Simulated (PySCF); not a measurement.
Isomers of C7H13NSi, mass 139.082 u with the commonest isotopes. Theory: PBE0-D3(BJ)/def2-SVP geometry optimisation, gas phase in PySCF. One conformer each, none proved a minimum here; rigid rotors.

Problem. Order these by dipole moment, smallest first.
A. `[CH:1]#[C:2][C@@H:3]1[CH2:4][CH2:5][CH2:6][N:7]1[SiH2:8][CH3:9]` with C6–N7–Si8–C9 170°, C2–C3–C4–C5 -85°, C3–C4–C5–C6 -39°, C4–C5–C6–N7 27°, C5–C6–N7–Si8 160°
B. `[CH2:1]=[C:2]1[CH2:3][CH2:4]/[C:5]1=[CH:6]\[CH2:7][SiH2:8][NH2:9]` with C5–C6–C7–Si8 94°, C6–C7–Si8–N9 -53°, C7–Si8–N9–H -167° and 57°
C. Si(vinyl)3(NHMe), `C=C[Si](C=C)(C=C)NC`
D. `[CH3:1][C:2]#[C:3][Si:4]1([N:5]([CH3:6])[CH3:7])[CH2:8][CH2:9]1` with C3–Si4–N5–C6 -81°

Solution. C (0.67 D), B (0.83 D), A (1.01 D), D (1.66 D).

Problem. Order these by out-of-plane moment Σ m c² = (Ia + Ib − Ic)/2, smallest first.
A. `[CH:1]#[C:2][C@@H:3]1[CH2:4][CH2:5][CH2:6][N:7]1[SiH2:8][CH3:9]` with C6–N7–Si8–C9 170°, C2–C3–C4–C5 -85°, C3–C4–C5–C6 -39°, C4–C5–C6–N7 27°, C5–C6–N7–Si8 160°
B. Si(vinyl)3(NHMe), `C=C[Si](C=C)(C=C)NC`
C. `[CH3:1][C:2]#[C:3][Si:4]1([N:5]([CH3:6])[CH3:7])[CH2:8][CH2:9]1` with C3–Si4–N5–C6 -81°
D. `[CH2:1]=[C:2]1[CH2:3][CH2:4]/[C:5]1=[CH:6]\[CH2:7][SiH2:8][NH2:9]` with C5–C6–C7–Si8 94°, C6–C7–Si8–N9 -53°, C7–Si8–N9–H -167° and 57°

Solution. A (61.86 u·Å²), C (73.13 u·Å²), D (78.59 u·Å²), B (163.44 u·Å²).

Problem. Order these by rotational constant C, smallest first.
A. Si(vinyl)3(NHMe), `C([Si](C=C)(C=C)NC)=C`
B. `[CH2:1]=[C:2]1[CH2:3][CH2:4]/[C:5]1=[CH:6]\[CH2:7][SiH2:8][NH2:9]` with C5–C6–C7–Si8 94°, C6–C7–Si8–N9 -53°, C7–Si8–N9–H -167° and 57°
C. `[CH:1]#[C:2][C@@H:3]1[CH2:4][CH2:5][CH2:6][N:7]1[SiH2:8][CH3:9]` with C6–N7–Si8–C9 170°, C2–C3–C4–C5 -85°, C3–C4–C5–C6 -39°, C4–C5–C6–N7 27°, C5–C6–N7–Si8 160°

Solution. B (687.5 MHz), C (859.2 MHz), A (977.4 MHz).

```csv
SMILES,point group,Ia (u·Å²),Ib (u·Å²),Ic (u·Å²),κ,μa (D),μb (D),μc (D)
C=C[Si](C=C)(C=C)NC,C1,366.80,477.17,517.09,-0.59,0.06,0.07,0.66
C=C1CC/C1=C\C[SiH2]N,C1,198.18,694.14,735.14,-0.96,0.08,0.62,0.55
CC#C[Si]1(N(C)C)CC1,near Cs,304.72,584.95,743.41,-0.62,1.01,1.32,0.01
C#C[C@@H]1CCCN1[SiH2]C,C1,279.45,432.46,588.19,-0.35,0.81,0.10,0.60
```
